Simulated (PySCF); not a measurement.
B(GeH3)(OH)2 (BGeH5O2), SMILES O[B](O)[GeH3].

Geometry optimised at ωB97X-D3(BJ)/def2-SVP. This is a generated structure with no PubChem entry under its InChIKey; it may be hypothetical. Other conformers were not sampled.

Computed with PySCF with ωB97X-D3(BJ)/def2-SVP.

Frequencies are harmonic and unscaled.

```json
[
 {"mode": "1", "ν (cm⁻¹)": "19", "IR (km/mol)": "0.2", "moving atoms (share of kinetic energy)": "H 91 %, O 9 %"},
 {"mode": "2", "ν (cm⁻¹)": "186", "IR (km/mol)": "16.1", "moving atoms (share of kinetic energy)": "O 55 %, H 30 %, B 11 %"},
 {"mode": "3", "ν (cm⁻¹)": "303", "IR (km/mol)": "2.1", "moving atoms (share of kinetic energy)": "O 55 %, Ge 32 %, H 9 %"},
 {"mode": "4", "ν (cm⁻¹)": "343", "IR (km/mol)": "48.1", "moving atoms (share of kinetic energy)": "H 57 %, B 29 %, O 13 %"},
 {"mode": "5", "ν (cm⁻¹)": "494", "IR (km/mol)": "2.2", "moving atoms (share of kinetic energy)": "H 84 %, O 15 %"},
 {"mode": "6", "ν (cm⁻¹)": "521", "IR (km/mol)": "18.8", "moving atoms (share of kinetic energy)": "H 81 %, O 10 %"},
 {"mode": "7", "ν (cm⁻¹)": "552", "IR (km/mol)": "147.5", "moving atoms (share of kinetic energy)": "H 95 %"},
 {"mode": "8", "ν (cm⁻¹)": "585", "IR (km/mol)": "1.7", "moving atoms (share of kinetic energy)": "O 59 %, B 27 %, H 11 %"},
 {"mode": "9", "ν (cm⁻¹)": "614", "IR (km/mol)": "10.5", "moving atoms (share of kinetic energy)": "B 54 %, H 38 %"},
 {"mode": "10", "ν (cm⁻¹)": "845", "IR (km/mol)": "179.9", "moving atoms (share of kinetic energy)": "H 97 %"},
 {"mode": "11", "ν (cm⁻¹)": "909", "IR (km/mol)": "42.1", "moving atoms (share of kinetic energy)": "H 99 %"},
 {"mode": "12", "ν (cm⁻¹)": "912", "IR (km/mol)": "36.2", "moving atoms (share of kinetic energy)": "H 99 %"},
 {"mode": "13", "ν (cm⁻¹)": "997", "IR (km/mol)": "282.9", "moving atoms (share of kinetic energy)": "H 81 %, O 19 %"},
 {"mode": "14", "ν (cm⁻¹)": "1009", "IR (km/mol)": "46.5", "moving atoms (share of kinetic energy)": "H 77 %, O 19 %"},
 {"mode": "15", "ν (cm⁻¹)": "1296", "IR (km/mol)": "378.9", "moving atoms (share of kinetic energy)": "B 56 %, O 33 %, H 11 %"},
 {"mode": "16", "ν (cm⁻¹)": "1457", "IR (km/mol)": "203.4", "moving atoms (share of kinetic energy)": "B 72 %, O 23 %"},
 {"mode": "17", "ν (cm⁻¹)": "2161", "IR (km/mol)": "137.9", "moving atoms (share of kinetic energy)": "H 99 %"},
 {"mode": "18", "ν (cm⁻¹)": "2162", "IR (km/mol)": "164.0", "moving atoms (share of kinetic energy)": "H 98 %"},
 {"mode": "19", "ν (cm⁻¹)": "2167", "IR (km/mol)": "76.0", "moving atoms (share of kinetic energy)": "H 99 %"},
 {"mode": "20", "ν (cm⁻¹)": "3944", "IR (km/mol)": "180.7", "moving atoms (share of kinetic energy)": "H 94 %"},
 {"mode": "21", "ν (cm⁻¹)": "3946", "IR (km/mol)": "5.7", "moving atoms (share of kinetic energy)": "H 94 %"}
]
```
